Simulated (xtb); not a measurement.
CH$_{2}$F$_{3}$O$_{3}$S (SMILES O=S(O)(=[OH+])C(F)(F)F), charge +1, singlet, at a GFN2-xTB geometry. Base run: xtb with GFN2-xTB.

Here is a job for xtb.
```
$ xtb mol.xyz --gfn 2 --chrg 1 --json

# file mol.xyz
10

O     -1.50163690    -0.03679460    -1.28087921
S     -0.81441371     0.07626905    -0.06332693
O     -1.20640698    -0.96777719     0.99251032
O     -0.95216872     1.44206462     0.62522922
C      1.07881954    -0.12694081    -0.08611951
F      1.48647616     0.01720548     1.14185455
F      1.55578318     0.80370194    -0.86729596
F      1.33138878    -1.32325958    -0.54312831
H     -1.95761827    -1.57561919     0.90910466
H     -1.56581189     2.13818618     0.34308804
```

Each row names what was changed in the base input (with any setting that the change needs).

```json
[
 {"change": "base", "ΔE vs base (kcal/mol)": "0.000", "HOMO-LUMO gap (eV)": "6.55", "G_solv (kcal/mol)": "-", "SCF cycles": "11"},
 {"change": "etemp = 1000", "ΔE vs base (kcal/mol)": "0.000", "HOMO-LUMO gap (eV)": "6.55", "G_solv (kcal/mol)": "-", "SCF cycles": "11"},
 {"change": "etemp = 10000", "ΔE vs base (kcal/mol)": "-2.90", "HOMO-LUMO gap (eV)": "6.57", "G_solv (kcal/mol)": "-", "SCF cycles": "12"},
 {"change": "acc = 30", "ΔE vs base (kcal/mol)": "0.000", "HOMO-LUMO gap (eV)": "6.55", "G_solv (kcal/mol)": "-", "SCF cycles": "8"},
 {"change": "alpb = acetonitrile", "ΔE vs base (kcal/mol)": "-64.6", "HOMO-LUMO gap (eV)": "6.63", "G_solv (kcal/mol)": "-66.35", "SCF cycles": "11"},
 {"change": "gbsa = methanol", "ΔE vs base (kcal/mol)": "-69.4", "HOMO-LUMO gap (eV)": "6.65", "G_solv (kcal/mol)": "-71.81", "SCF cycles": "11"},
 {"change": "acc = 0.1", "ΔE vs base (kcal/mol)": "0.000", "HOMO-LUMO gap (eV)": "6.55", "G_solv (kcal/mol)": "-", "SCF cycles": "13"},
 {"change": "etemp = 5000", "ΔE vs base (kcal/mol)": "-0.022", "HOMO-LUMO gap (eV)": "6.55", "G_solv (kcal/mol)": "-", "SCF cycles": "11"},
 {"change": "etemp = 3000", "ΔE vs base (kcal/mol)": "0.000", "HOMO-LUMO gap (eV)": "6.55", "G_solv (kcal/mol)": "-", "SCF cycles": "11"}
]
```

ALPB and GBSA are two models with their own fitted parameters for each solvent, which aren't always the measured dielectric constant.
